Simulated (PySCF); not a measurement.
Isomers of C6H11FO2Si, mass 162.051 u with the commonest isotopes. Computed with PBE0/pcSseg-1 in PySCF (dipole) on a GFN2-xTB geometry, gas phase. One conformer each, none proved a minimum here; rigid rotors.

Question: Order these by rotational constant A, largest first.
A. `[CH3:1]/[C:2](=[CH:3]/[F:4])[C@H:5]1[CH2:6][CH2:7][O:8][SiH2:9][O:10]1` with C1–C2–C5–C6 -92°, C2–C5–C6–C7 180°, C5–C6–C7–O8 -61°, C6–C7–O8–Si9 38°, C7–O8–Si9–O10 -11°
B. `[CH3:1][O:2][Si@@H:3]([F:4])[C@@H:5]1[CH2:6][C@H:7]1[CH2:8][CH:9]=[O:10]` with C1–O2–Si3–F4 59°, O2–Si3–C5–C6 -128°, C6–C7–C8–C9 153°, C7–C8–C9–O10 2°
C. `[CH3:1][C:2](=[O:3])[O:4][Si@@H:5]([F:6])[CH:7]1[CH2:8][CH2:9][CH2:10]1` with C1–C2–O4–Si5 179°, C2–O4–Si5–F6 -178°, O4–Si5–C7–C8 -62°, Si5–C7–C8–C9 -133°, C7–C8–C9–C10 12°, C8–C9–C10–C7 -12°, Si5–C7–C10–C9 133°
D. `[CH3:1][CH2:2]/[C:3]([SiH3:4])=[C:5](/[O:6][CH3:7])[C:8](=[O:9])[F:10]` with C1–C2–C3–Si4 -68°, C3–C5–O6–C7 -125°, C3–C5–C8–O9 17°
E. `[F:1][C@@H:2]1[CH2:3][C@H:4]1[CH2:5][O:6][C@@H:7]1[O:8][CH2:9][SiH2:10]1` with C3–C4–C5–O6 -85°, C4–C5–O6–C7 176°, C5–O6–C7–O8 -64°, F1–C2–C3–C4 -108°, C2–C3–C4–C5 -109°, O6–C7–O8–C9 -96°, C7–O8–C9–Si10 -13°

Answer: E (3367 MHz), A (2038 MHz), C (1965 MHz), B (1888 MHz), D (1345 MHz).

Question: Order these by dipole moment, largest first.
A. `[F:1][C@@H:2]1[CH2:3][C@H:4]1[CH2:5][O:6][C@@H:7]1[O:8][CH2:9][SiH2:10]1` with C3–C4–C5–O6 -85°, C4–C5–O6–C7 176°, C5–O6–C7–O8 -64°, F1–C2–C3–C4 -108°, C2–C3–C4–C5 -109°, O6–C7–O8–C9 -96°, C7–O8–C9–Si10 -13°
B. `[CH3:1]/[C:2](=[CH:3]/[F:4])[C@H:5]1[CH2:6][CH2:7][O:8][SiH2:9][O:10]1` with C1–C2–C5–C6 -92°, C2–C5–C6–C7 180°, C5–C6–C7–O8 -61°, C6–C7–O8–Si9 38°, C7–O8–Si9–O10 -11°
C. `[CH3:1][C:2](=[O:3])[O:4][Si@@H:5]([F:6])[CH:7]1[CH2:8][CH2:9][CH2:10]1` with C1–C2–O4–Si5 179°, C2–O4–Si5–F6 -178°, O4–Si5–C7–C8 -62°, Si5–C7–C8–C9 -133°, C7–C8–C9–C10 12°, C8–C9–C10–C7 -12°, Si5–C7–C10–C9 133°
D. `[CH3:1][O:2][Si@@H:3]([F:4])[C@@H:5]1[CH2:6][C@H:7]1[CH2:8][CH:9]=[O:10]` with C1–O2–Si3–F4 59°, O2–Si3–C5–C6 -128°, C6–C7–C8–C9 153°, C7–C8–C9–O10 2°
E. `[CH3:1][CH2:2]/[C:3]([SiH3:4])=[C:5](/[O:6][CH3:7])[C:8](=[O:9])[F:10]` with C1–C2–C3–Si4 -68°, C3–C5–O6–C7 -125°, C3–C5–C8–O9 17°

Answer: A (2.54 D), E (2.36 D), D (2.11 D), B (1.48 D), C (1.01 D).

Question: Order these by radius of gyration √(Σ m r²/M), smallest first.
A. `[CH3:1][O:2][Si@@H:3]([F:4])[C@@H:5]1[CH2:6][C@H:7]1[CH2:8][CH:9]=[O:10]` with C1–O2–Si3–F4 59°, O2–Si3–C5–C6 -128°, C6–C7–C8–C9 153°, C7–C8–C9–O10 2°
B. `[CH3:1][CH2:2]/[C:3]([SiH3:4])=[C:5](/[O:6][CH3:7])[C:8](=[O:9])[F:10]` with C1–C2–C3–Si4 -68°, C3–C5–O6–C7 -125°, C3–C5–C8–O9 17°
C. `[CH3:1][C:2](=[O:3])[O:4][Si@@H:5]([F:6])[CH:7]1[CH2:8][CH2:9][CH2:10]1` with C1–C2–O4–Si5 179°, C2–O4–Si5–F6 -178°, O4–Si5–C7–C8 -62°, Si5–C7–C8–C9 -133°, C7–C8–C9–C10 12°, C8–C9–C10–C7 -12°, Si5–C7–C10–C9 133°
D. `[F:1][C@@H:2]1[CH2:3][C@H:4]1[CH2:5][O:6][C@@H:7]1[O:8][CH2:9][SiH2:10]1` with C3–C4–C5–O6 -85°, C4–C5–O6–C7 176°, C5–O6–C7–O8 -64°, F1–C2–C3–C4 -108°, C2–C3–C4–C5 -109°, O6–C7–O8–C9 -96°, C7–O8–C9–Si10 -13°

Answer: B (2.312 Å), C (2.387 Å), A (2.533 Å), D (2.794 Å).

```json
{"SMILES": "CC(=O)O[Si@@H](F)C1CCC1", "point group": "C1", "Ia (u·Å²)": "257.25", "Ib (u·Å²)": "745.46", "Ic (u·Å²)": "843.50", "κ": "-0.88", "μa (D)": "0.07", "μb (D)": "0.62", "μc (D)": "0.79"}
{"SMILES": "CC/C([SiH3])=C(/OC)C(=O)F", "point group": "C1", "Ia (u·Å²)": "375.69", "Ib (u·Å²)": "526.80", "Ic (u·Å²)": "829.75", "κ": "-0.05", "μa (D)": "1.42", "μb (D)": "1.74", "μc (D)": "0.71"}
{"SMILES": "CO[Si@@H](F)[C@@H]1C[C@H]1CC=O", "point group": "C1", "Ia (u·Å²)": "267.69", "Ib (u·Å²)": "835.35", "Ic (u·Å²)": "976.25", "κ": "-0.87", "μa (D)": "1.30", "μb (D)": "0.41", "μc (D)": "1.61"}
{"SMILES": "C/C(=C/F)[C@H]1CCO[SiH2]O1", "point group": "C1", "Ia (u·Å²)": "248.01", "Ib (u·Å²)": "686.39", "Ic (u·Å²)": "818.18", "κ": "-0.83", "μa (D)": "0.93", "μb (D)": "0.13", "μc (D)": "1.15"}
{"SMILES": "F[C@@H]1C[C@H]1CO[C@@H]1OC[SiH2]1", "point group": "C1", "Ia (u·Å²)": "150.08", "Ib (u·Å²)": "1182.10", "Ic (u·Å²)": "1197.47", "κ": "-1.00", "μa (D)": "2.48", "μb (D)": "0.05", "μc (D)": "0.57"}
```
